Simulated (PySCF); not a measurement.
Al(Cl)2(OEt) (C2H5AlCl2O), SMILES [Cl][Al]([Cl])[O]CC. Atoms are numbered in the order given.

```xyz
11

Al    -0.1058     0.4641     0.1592
Cl     1.2010     0.9441    -1.3984
Cl    -1.4986     1.8656     0.8073
O     -0.0593    -1.0338     0.9125
C      0.5733    -2.2713     0.7427
C      0.2007    -2.9246    -0.5720
H      1.6713    -2.1531     0.8042
H      0.2774    -2.9209     1.5844
H      0.5317    -2.3077    -1.4231
H      0.6738    -3.9138    -0.6688
H     -0.8899    -3.0576    -0.6416
```
Charge 0, spin multiplicity 1.

Geometry optimised at PBE0-D3(BJ)/def2-SVP. The values are those of a single conformer.

These are PBE0/def2-TZVP (PySCF) values and carry that method's errors.

Atomic charges (e):

```tsv
atom	IAO	Löwdin
Al1	1.13	-0.69
Cl2	-0.36	0.31
Cl3	-0.34	0.33
O4	-0.67	0.11
C5	-0.03	…
C6	-0.44	-0.32
H7	0.13	…
H8	0.14	…
H9	0.14	…
H10	0.15	…
H11	0.15	…
```

Problem. Fill in the missing entries. (An estimate is asked for; the answer gives what the named calculation found.)

Solution. 
- C5, Löwdin: -0.36
- H7, Löwdin: 0.12
- H8, Löwdin: 0.13
- H9, Löwdin: 0.13
- H10, Löwdin: 0.13
- H11, Löwdin: 0.13
